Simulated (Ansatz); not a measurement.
Basis-set extrapolation for C$_{2}$H$_{6}$BNO, SMILES `BOC(=C)N` (PBE0-D4/def2-TZVP geometry, frozen core, Ansatz 0.2.0). Multiplicity 1, RHF reference.

|  | def2-TZVPP | def2-QZVPP |
| --- | --- | --- |
| HF | -233.327823 | -233.339017 |
| MP2 correlation | -0.868539 | -0.929880 |
| CCSD(T) correlation | -0.939441 | not run |

Energies in hartree. Use E(X) = E(∞) + A·exp(−7.88·√X) for Hartree–Fock and E(X) = E(∞) + B·X^(−2.97) for correlation, with X = 3 and 4, and add CCSD(T) minus MP2 of the smaller set to the MP2 limit.

Q: What is the CCSD(T) energy at the basis-set limit?

A: HF limit: -233.339017 + (-0.011194) × 0.13774 = -233.34056. MP2 limit: -0.929880 + (-0.061341) × 0.74074 = -0.97532. Higher-order term: -0.939441 − (-0.868539) = -0.07090. Total: -234.38678 hartree, 3.25 eV below CCSD(T)/def2-TZVPP.
